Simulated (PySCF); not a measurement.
CF3CH2CO2H, C3H3F3O2.
Atom-mapped SMILES: `[O:1]=[C:2]([OH:3])[CH2:4][C:5]([F:6])([F:7])[F:8]` (hydrogens: H9 on O3; H10, H11 on C4)

The geometry is computed with GFN2-xTB (gas phase).

Problem. Give the optimised bond lengths and angles.

Solution. 
```json
{"bond": "O1=C2", "length (bohr)": "2.258", "order": "double"}
{"bond": "C2–O3", "length (bohr)": "2.509", "order": "single"}
{"bond": "C2–C4", "length (bohr)": "2.884", "order": "single"}
{"bond": "C4–C5", "length (bohr)": "2.873", "order": "single"}
{"bond": "C5–F6, C5–F7, C5–F8", "length (bohr)": "2.530", "order": "single"}
{"bond": "O3–H9", "length (bohr)": "1.834", "order": "single"}
{"bond": "C4–H10, C4–H11", "length (bohr)": "2.062", "order": "single"}
```

Bonds in one row agree within 0.02 bohr and their mean is given. Orders are formal, as drawn. A selection of angles:
```json
{"angle": "O1–C2–O3", "degrees": "124.5"}
{"angle": "O1–C2–C4", "degrees": "124.4"}
{"angle": "O3–C2–C4", "degrees": "111.1"}
{"angle": "C2–O3–H9", "degrees": "111.5"}
{"angle": "C2–C4–C5", "degrees": "111.0"}
{"angle": "C2–C4–H10", "degrees": "109.7"}
{"angle": "C5–C4–H10", "degrees": "107.8"}
{"angle": "H10–C4–H11", "degrees": "110.6"}
{"angle": "C4–C5–F6", "degrees": "111.0"}
{"angle": "C4–C5–F8", "degrees": "113.0"}
{"angle": "F6–C5–F7", "degrees": "106.6"}
{"angle": "F6–C5–F8", "degrees": "106.5"}
```

Dihedral angles: O1–C2–C4–C5 113° (anticlinal); C2–C4–C5–F6 -175° (antiperiplanar); H9–O3–C2–O1 -2° (synperiplanar). The mirror-image conformer, all signs reversed, is as good.

O3 (acid hydroxyl oxygen) is bent (angle 111.5°). The 2 C–O bonds span 1.195 Å (O1=C2, drawn double) to 1.328 Å (C2–O3, drawn single), a spread of 0.133 Å. Of the pairs four or more bonds apart, O3···F8 is among the closest relative to their van der Waals radii: 2.78 Å, 93 % of the sum of Bondi's values.

Point group: C1 (no symmetry element, even within 0.4 Å). No frequency check. One conformer, not necessarily the lowest (O1–C2–O3–H -2°, O1–C2–C4–C5 113°).
